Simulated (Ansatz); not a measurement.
```xyz
9

Br   -1.991   -1.282    1.304
C    -2.035    0.230    0.146
N    -1.036    0.833   -0.288
C     0.261    0.506   -0.084
N     1.172    0.992    0.677
Si    1.832   -0.290   -0.366
H    -3.047    0.526   -0.107
H     2.150   -1.608    0.221
H     2.694    0.093   -1.502
```

Total charge 0; spin multiplicity 1.

(1) List the ωB97M-V/def2-TZVPP orbital energies in eV (Ansatz). (Estimate.)

Answers

(1) Computed: Occupied: -13157.39, -1807.71, -1709.71, -1537.92, -1537.85, -1537.84, -396.03, -394.77, -284.88, -283.78, -242.56, -182.31, -182.03, -182.00, -148.76, -102.91, -102.88, -102.84, -75.67, -75.59, -75.57, -75.36, -75.35, -30.59, -28.56, -25.41, -22.09, -17.99, -17.88, -16.19, -15.15, -14.49, -13.76, -12.68, -12.15, -11.16, -10.91, -10.41, -9.02. Lowest empty: 0.52, 1.17, 1.58, 2.61, 2.64, 3.02, 3.58, 4.45.
